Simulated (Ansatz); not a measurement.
Start from `[SiH3][O][Cd][Cl]` and change one element to get `[F][Cd][O][SiH3]`.

Ansatz, PBE0-D4/def2-TZVP geometries, multiplicity 1. Each molecule was computed in one conformer, which needn't be the lowest.

Elements past krypton have def2 core potentials.

```csv
property,`[SiH3][O][Cd][Cl]`
size of the dipole moment (ωB97M-V/def2-TZVPP) / D,0.01
size of the dipole moment (PBE/def2-TZVPP) / D,0.03
"ideal-gas entropy at 298 K and 1 bar (rigid rotor, harmonic PBE0-D4/def2-TZVP) / J/(mol·K)",367
HOMO–LUMO gap (B3LYP/def2-TZVPP) / eV,5.70
HOMO energy (PBE0/def2-TZVPP) / eV,-8.33
HOMO–LUMO gap (PBE/def2-TZVPP) / eV,3.90
```

**Question.** What does the change do to each property? (An estimate is asked.)

**Answer.** The calculation gave: 
| property | `[F][Cd][O][SiH3]` | shift |
| --- | --- | --- |
| size of the dipole moment (ωB97M-V/def2-TZVPP) / D | 0.53 | 0.52 |
| size of the dipole moment (PBE/def2-TZVPP) / D | 0.56 | 0.53 |
| ideal-gas entropy at 298 K and 1 bar (rigid rotor, harmonic PBE0-D4/def2-TZVP) / J/(mol·K) | 355 | -12 |
| HOMO–LUMO gap (B3LYP/def2-TZVPP) / eV | 5.68 | -0.02 |
| HOMO energy (PBE0/def2-TZVPP) / eV | -8.41 | -0.08 |
| HOMO–LUMO gap (PBE/def2-TZVPP) / eV | 3.86 | -0.04 |

Modes under 60 cm⁻¹, often nearly free rotors, make the harmonic entropy too high.

B3LYP here is the variant with VWN-RPA as its local correlation; programs differ in this.
